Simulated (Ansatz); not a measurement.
Ansatz (an electronic-structure program) input (wB97X-V/def2-TZVPD):

Ansatz 0.2 input:
```yaml
crystal:
  periodic: [false, false, false]
  atoms:
    - {symbol: Cl, position_ang: [-0.00000000, -0.00000000, -1.70646592]}
    - {symbol: I, position_ang: [0.00000000, 0.00000000, 0.54735699]}
basis:
  gaussian:
    orbitals: def2-TZVPD
hamiltonian:
  xc: {name: wB97X-V}
total_charge: 1
magnetization: {spin_polarized: true, initial_magnetization: 1}
output: {forces: true}
```

End of the output:

```
integrals: 0.05 GiB planned
732 factors; their error is unknown
integrals: 0.08 GiB planned
171 factors; integrals over basis functions are off by at most 1.4e-4 eV
mean field: 0.61 GiB planned
mean field evaluation 1: about -20609.6514 eV, gradient 1.8e1 eV
mean field evaluation 2: about -20609.4346 eV, gradient 2.1e1 eV
mean field evaluation 4: about -20611.2905 eV, gradient 5.1e-1 eV
mean field evaluation 8: about -20611.4617 eV, gradient 3.6e-1 eV
mean field evaluation 16: about -20611.4621 eV, gradient 4.1e-4 eV
mean field -20611.46213922 eV, -757.4572626656 hartree, gradient 3.1e-5 eV, S^2 0.754685; 0 other end points of the search recorded, 0 dependent functions left out
the calculation of the forces begins
reference -20611.46213768 eV, -757.4572626090 hartree; 21, 20 occupied and 84, 85 virtual orbitals, 732 factors
Total energy: -20611.46213768 eV, -757.4572626090 hartree
Atom 0 at    -0.000000    -0.000000    -1.706466 Å, force    -0.000000     0.000000     0.843047 eV/Å
Atom 1 at     0.000000     0.000000     0.547357 Å, force     0.000000    -0.000000    -0.843047 eV/Å
Dipole moment:     0.000000    -0.000000     0.115417 e Å
```
